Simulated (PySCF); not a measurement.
One reagent, a row of partners

Four-centre ligand exchange: H₂ meets different compounds of Si. Each row is one chosen step, not always the lowest open to these reactants.

Gas-phase electronic energies, without zero-point energy, by CCSD(T) at an estimated basis limit (MP2 extrapolated from triple and quadruple zeta, plus CCSD(T) − MP2 in triple zeta); PySCF 2.14 with density fitting (its default auxiliary sets; JK sets also for MP2 and CCSD(T)), def2-TZVPP and QZVPP, frozen cores, on PBE0-D4/def2-TZVP structures. Extrapolation: Hartree–Fock as exp(−7.88 √X), correlation as X^−2.97. All energies, in kcal/mol, count from the separated reactants, without counterpoise correction; the start and end structures are the complexes reached by relaxing down from the saddle, and deeper ones may exist. Brackets give SMILES, or, where every atom is bracketed, only which atoms are joined. Steps whose reference was doubtful or whose search ended elsewhere are left out.

| reactants | products | broken | formed | start structure | saddle | end structure |
| --- | --- | --- | --- | --- | --- | --- |
| SiH₄S ([SiH3][SH]) + H₂ | SiH₄ + H₂S | H–H, S–Si | H–S, H–Si | -0.59 | 58.52 | 7.08 |
| SiNH₃F₂ ([NH2][SiH]([F])[F]) + H₂ | SiH₂F₂ ([F][SiH2][F]) + NH₃ | H–H, N–Si | H–N, H–Si | -0.43 | ? | 7.61 |
| SiN₂H₆ ([NH2][SiH2][NH2]) + H₂ | SiNH₅ ([NH2][SiH3]) + NH₃ | H–H, N–Si | H–N, H–Si | -0.79 | 46.62 | 8.30 |
| SiHCl₃ ([Cl][SiH]([Cl])[Cl]) + H₂ | SiH₂Cl₂ ([Cl][SiH2][Cl]) + HCl | Cl–Si, H–H | Cl–H, H–Si | -0.43 | 61.00 | 16.48 |
| SiNH₅O ([NH2][SiH2][OH]) + H₂ | SiNH₅ ([NH2][SiH3]) + H₂O | H–H, O–Si | H–O, H–Si | -0.58 | 55.47 | 17.71 |
| CH₅ClSi ([CH3][SiH2][Cl]) + H₂ | CH₆Si ([CH3][SiH3]) + HCl | Cl–Si, H–H | Cl–H, H–Si | -0.56 | 54.19 | 18.15 |

(1) What is the height of the saddle for SiNH₃F₂ ([NH2][SiH]([F])[F]) + H₂? (Judge from chemistry; the value comes from the calculation.)

No T1 diagnostic of these runs exceeds 0.014.

For scale, one of the runs: CCSD(T)/def2-TZVPP, 216 basis functions, launched by `OMP_NUM_THREADS=4 python run.py`. The run took 8.5 min on 4 CPU threads of an Arm Neoverse V1 (shared host), with 3 GiB of host memory at its peak.

Results:

(1) By the calculation: 50.42 kcal/mol relative to the separated reactants, between the members at 46.62 and 54.19; above its start structure the barrier is 50.42 − (-0.43) ≈ 50.85 kcal/mol.
